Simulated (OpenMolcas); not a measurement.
Ti2+: moving the ligands

Ti2+ with 6 ligands (sulfide) in octahedral coordination (Oh) at 2.64 Å. A charge of +1.67 e stands 2.4 Å behind each ligand. Ligand basis ANO-RCC-VDZP.
```
Ti    0.0000    0.0000    0.0000
S     2.6400    0.0000    0.0000
S     0.0000    2.6400    0.0000
S    -2.6400    0.0000    0.0000
S     0.0000   -2.6400    0.0000
S     0.0000    0.0000    2.6400
S     0.0000    0.0000   -2.6400
```

```
Program             : OpenMolcas
Method              : CASSCF
Basis               : ANO-RCC-VTZP [6s5p3d2f1g]
Scalar Hamiltonian  : DKH2, point nucleus
Active space        : 2 electrons in 5 orbitals (3d)
State averaging     : 2S+1 = 3 even, 10 roots; 2S+1 = 1 even, 15 roots
Spin-orbit coupling : RASSI with atomic mean-field integrals over the reference wave functions
```

Runs around this geometry, states (labels of O, the rotations of Oh). Energies in cm-1 above the lowest state or level, χT in cm3 K/mol; under a threefold ground state the first gap can be a small split of the lowest multiplet, not the spin-orbit step.

```json
{"R (Å)": "2.5", "Ground state": "3T1", "First state of that spin": "3T2 696.3", "First gap with spin-orbit (degeneracies)": "28.6 (2, 3)", "χT at 300 K": "1.215", "First state of another spin": "1T2 9907"}
{"R (Å)": "2.64", "Ground state": "3T1", "First state of that spin": "3T2 1018", "First gap with spin-orbit (degeneracies)": "22.7 (2, 3)", "χT at 300 K": "1.201", "First state of another spin": "1T2 10577"}
{"R (Å)": "2.81", "Ground state": "3T1", "First state of that spin": "3T2 989.1", "First gap with spin-orbit (degeneracies)": "23.9 (2, 3)", "χT at 300 K": "1.214", "First state of another spin": "1T2 10922"}
```

An orbital triplet at a regular site is open to Jahn-Teller coupling, which can distort the site and quench the lowest spin-orbit gaps and is left out. Without dynamic correlation the repulsion within the d shell is too large (B by tens of per cent), so at a given field states of lower spin stand too high. The sulfide ions are held by bare point charges, a crude embedding. Ligand-to-metal charge-transfer states are missing. With no ligand orbital active B as a rule stays too high, so bands that hang on it stand too high and its fall with covalency is understated. With metal d orbitals alone and no dynamic correlation the field as a rule comes out too small, by tens of per cent, by up to half for chloride and softer ligands. The least metal-like active orbital is 85 % on the metal (Löwdin) and no ligand orbital is active, so the numbers are rough (holds for R = 2.5). No measured value stands beside these numbers; the geometry was imposed, not optimised, and the real ion may take another.
